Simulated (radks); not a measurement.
Effect of the nuclear size on the lanthanum ion La2+, [Xe] 5d1. Method: Dirac Kohn-Sham, relativistic LDA (MacDonald-Vosko exchange, VWN5 correlation), spin-unpolarised, spherical densities, finite nucleus; open shells fill j = l - 1/2 first; Fermi nuclear charge, rms radius 4.855 fm; computed with a radial shooting solver on a logarithmic mesh with Libxc functionals. The rms radius is varied about that value; shifts are against it.

rms radius (fm) = 4.1704: total energy shift (eV) -2.43; density at nucleus (e/bohr^3) 3.581e+05; 1s1/2 shift (meV) -1010; 2s1/2 shift (meV) -122; 4p1/2 shift (meV) 0.354; 5s1/2 shift (meV) -0.969; 5p1/2 shift (meV) 0.076; 5d3/2 shift (meV) 0.036; 6s1/2 (empty) shift (meV) -0.175
rms radius (fm) = 4.3744: total energy shift (eV) -1.74; density at nucleus (e/bohr^3) 3.547e+05; 1s1/2 shift (meV) -719; 2s1/2 shift (meV) -87.2; 4p1/2 shift (meV) 0.253; 5s1/2 shift (meV) -0.693; 5p1/2 shift (meV) 0.054; 5d3/2 shift (meV) 0.026; 6s1/2 (empty) shift (meV) -0.125
rms radius (fm) = 4.855: total energy shift (eV) 0; density at nucleus (e/bohr^3) 3.474e+05; 1s1/2 shift (meV) 0.000; 2s1/2 shift (meV) 0.000; 4p1/2 shift (meV) 0.000; 5s1/2 shift (meV) 0.000; 5p1/2 shift (meV) 0.000; 5d3/2 shift (meV) 0.000; 6s1/2 (empty) shift (meV) 0.000
rms radius (fm) = 5.156: total energy shift (eV) 1.16; density at nucleus (e/bohr^3) 3.432e+05; 1s1/2 shift (meV) 480; 2s1/2 shift (meV) 58.3; 4p1/2 shift (meV) -0.169; 5s1/2 shift (meV) 0.463; 5p1/2 shift (meV) -0.036; 5d3/2 shift (meV) -0.017; 6s1/2 (empty) shift (meV) 0.084
rms radius (fm) = 5.9668: total energy shift (eV) 4.57; density at nucleus (e/bohr^3) 3.333e+05; 1s1/2 shift (meV) 1890; 2s1/2 shift (meV) 229; 4p1/2 shift (meV) -0.665; 5s1/2 shift (meV) 1.82; 5p1/2 shift (meV) -0.143; 5d3/2 shift (meV) -0.069; 6s1/2 (empty) shift (meV) 0.329

Slopes of the eigenvalues against <r^2> in GHz/fm^2, as finite differences over the two radii next to the reference (eigenvalue slopes, not the field-shift constants of lines): 1s1/2 38900, 2s1/2 4720, 4p1/2 -13.7, 5s1/2 37.5, 5p1/2 -2.94, 5d3/2 -1.41, 6s1/2 (empty) 6.78.
